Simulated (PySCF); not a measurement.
SMILES C(/C=C)=C/F, CAM-B3LYP/def2-SVP optimised geometry.

```
10

C      1.81    -0.61     0.00
C      0.48    -0.61     0.00
C     -0.34     0.59     0.00
C     -1.67     0.59     0.00
F     -2.38    -0.54     0.00
H      2.38     0.32     0.00
H      2.38    -1.55     0.00
H     -0.06    -1.56     0.00
H      0.16     1.56     0.00
H     -2.30     1.49     0.00
```

Density from CAM-B3LYP/def2-TZVP in PySCF at that geometry.

Minimum of the electron density along straight lines between bonded atoms, close to the bond critical point (lines longer than 1.1 times the sum of covalent radii, or with two minima, are not listed):

```
bond    length / Å  ρ at the minimum / e bohr⁻³  ∇²ρ there / e bohr⁻⁵  position (fraction from the first atom)
------  ----------  ---------------------------  --------------------  ---------------------------------------
C1–C2        1.336                        0.352                 -1.09                                     0.50
C2–C3        1.458                        0.281            (withheld)                                     0.50
C3–C4        1.332                        0.358                 -1.12                                     0.47
C4–F5        1.334                        0.269            (withheld)                                     0.33
C1–H6        1.094                        0.278                 -0.97                                     0.65
C1–H7        1.092                        0.280                 -0.99                                     0.65
C2–H8        1.094                        0.282                 -1.00                                     0.65
C3–H9        1.093                        0.279                 -0.98                                     0.65
C4–H10       1.093                        0.288                 -1.05                                     0.66
```

Question: What belongs in the gaps?

Answer: 
- C2–C3, ∇²ρ there / e bohr⁻⁵: -0.80
- C4–F5, ∇²ρ there / e bohr⁻⁵: 0.01
